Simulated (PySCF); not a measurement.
Radial density of P (phosphorus, neutral)

M06-2X, [Ne] 3s2 3p2 4s1, high-spin 4P determinant (an excited configuration). Calculation: PySCF 2.14, in aug-cc-pCVQZ-DK (10s9p7d5f3g, 134 functions); the spin-free X2C one-electron Hamiltonian (Gaussian nucleus).

```json
{"r (bohr)": "0.00163", "4πr²ρ (e/bohr)": "0.08378", "4πr²(ρα − ρβ)": "0.0000"}
{"r (bohr)": "0.00275", "4πr²ρ (e/bohr)": "0.2196", "4πr²(ρα − ρβ)": "0.0001"}
{"r (bohr)": "0.00462", "4πr²ρ (e/bohr)": "0.5662", "4πr²(ρα − ρβ)": "0.0002"}
{"r (bohr)": "0.00777", "4πr²ρ (e/bohr)": "1.413", "4πr²(ρα − ρβ)": "0.0005"}
{"r (bohr)": "0.0131", "4πr²ρ (e/bohr)": "3.328", "4πr²(ρα − ρβ)": "0.0012"}
{"r (bohr)": "0.0220", "4πr²ρ (e/bohr)": "7.081", "4πr²(ρα − ρβ)": "0.0026"}
{"r (bohr)": "0.0370", "4πr²ρ (e/bohr)": "12.65", "4πr²(ρα − ρβ)": "0.0058"}
{"r (bohr)": "0.0622", "4πr²ρ (e/bohr)": "16.93", "4πr²(ρα − ρβ)": "0.0153"}
{"r (bohr)": "0.105", "4πr²ρ (e/bohr)": "14.83", "4πr²(ρα − ρβ)": "0.0508"}
{"r (bohr)": "0.176", "4πr²ρ (e/bohr)": "10.86", "4πr²(ρα − ρβ)": "0.1502"}
{"r (bohr)": "0.296", "4πr²ρ (e/bohr)": "14.83", "4πr²(ρα − ρβ)": "0.2403"}
{"r (bohr)": "0.498", "4πr²ρ (e/bohr)": "13.40", "4πr²(ρα − ρβ)": "0.0657"}
{"r (bohr)": "0.838", "4πr²ρ (e/bohr)": "3.938", "4πr²(ρα − ρβ)": "0.1290"}
{"r (bohr)": "1.41", "4πr²ρ (e/bohr)": "2.393", "4πr²(ρα − ρβ)": "1.0025"}
{"r (bohr)": "2.37", "4πr²ρ (e/bohr)": "1.442", "4πr²(ρα − ρβ)": "0.7625"}
{"r (bohr)": "3.99", "4πr²ρ (e/bohr)": "0.3312", "4πr²(ρα − ρβ)": "0.2854"}
{"r (bohr)": "6.71", "4πr²ρ (e/bohr)": "0.1731", "4πr²(ρα − ρβ)": "0.1731"}
{"r (bohr)": "11.3", "4πr²ρ (e/bohr)": "0.001683", "4πr²(ρα − ρβ)": "0.0017"}
```

Densities and radii are taken from the X2C orbitals without a picture-change correction, which distorts them close to the nucleus.

The outer electron is Rydberg-like, and this basis confines it to a smaller radius and binds it less than a complete one would.
